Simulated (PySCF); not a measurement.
Question: What does the PBE0-D3(BJ)/def2-SVP structure of InChI=1S/C3H9BO3/c1-5-4(6-2)7-3/h1-3H3 look like in three dimensions?

Answer: 
```xyz
16
C3H9BO3 angstrom
B      0.1833   -0.3993    0.4778
O      1.3752    0.1989    0.7549
C      1.9964    1.2572    0.0958
H      1.3978    2.1837    0.1117
H      2.2353    1.0168   -0.9548
H      2.9460    1.4692    0.6100
O     -0.7513   -0.0326   -0.4503
C     -0.7730    1.0691   -1.3058
H      0.0879    1.0892   -1.9943
H     -0.8011    2.0252   -0.7562
H     -1.6862    1.0096   -1.9172
O     -0.0932   -1.4969    1.2330
C     -1.2903   -2.2025    1.0690
H     -1.3498   -2.9675    1.8571
H     -1.3380   -2.7079    0.0890
H     -2.1734   -1.5463    1.1467
```

Orientation and origin are arbitrary. Atoms count from 1 in this order. B1 (boron bonded to 3 O) is planar (angles 128.2°, 117.0° and 114.8°, sum 360.0°, 0.00 Å off the plane of its three neighbours). Of the pairs four or more bonds apart, C3···C8 is among the closest relative to their van der Waals radii: 3.11 Å, 91 % of the sum of Bondi's values. O2 (oxygen bonded to B and C) is bent (angle 128.9°).

Bonds between heavy atoms (Å): B1–O2 1.362, B1–O7 1.367, B1–O12 1.361, O2–C3 1.393, O7–C8 1.395, O12–C13 1.399.

Computed, not measured: PySCF, PBE0-D3(BJ)/def2-SVP geometry optimisation, gas phase.

Point group: near Cs, missed by 0.33 Å at most; the miss may be what the optimiser left on a soft mode. Whether it is a minimum is left open (no frequencies). One conformer, not necessarily the lowest (O7–B1–O2–C3 -6°, O2–B1–O7–C8 -3°, O2–B1–O12–C13 179°).

On one thread, Arm Neoverse V1 (aarch64), no GPU, shared host with 32 logical CPUs at a one-minute load of 7.4, this took 85 s of wall time and 0.60 GiB of memory at its peak. That covers the optimisation of the geometry.
